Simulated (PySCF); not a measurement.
Correlation energy of Cu³⁺ (copper, charge +3)

[Ar] 3d8, high-spin 3F determinant. All numbers are calculated (PySCF 2.14, the spin-free X2C one-electron Hamiltonian (Gaussian nucleus), in aug-cc-pVTZ-DK (8s7p5d3f2g, 93 functions)). Frozen: [Ar]; 8 electrons correlated.

```tsv
level	correlation energy (mhartree)
CCSD	-241.32
(T)	-3.84
CCSD(T)	-245.16
```

Diagnostics: T1 = 0.0040, D1 = 0.0058, largest double amplitude 0.015.

Problem. Is a single reference adequate?

Solution. Yes: T1 lies below 0.03 and no double amplitude reaches 0.07.
